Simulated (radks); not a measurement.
Problem. The rhodium ion Rh5+ is in [Kr] 4d(3/2: 4, 5/2: 0). Calculated with a radial shooting solver on a logarithmic mesh with Libxc functionals: Dirac Kohn-Sham, PBE, spin-unpolarised, spherical densities, finite nucleus; Fermi nuclear charge, rms radius of each element as measured or else 0.836 A^(1/3) + 0.57 fm. Sub-shells are occupied by j as written (lower j first in brackets). One electron is removed from 4s1/2, 4d3/2, 4p3/2, 4p1/2 in turn, with full relaxation. Which removal costs least, and what does each cost?

Solution. 4d3/2 79.565 eV; 4p3/2 127.84 eV; 4p1/2 132.24 eV; 4s1/2 162.92 eV. The 4d3/2 electron leaves first.
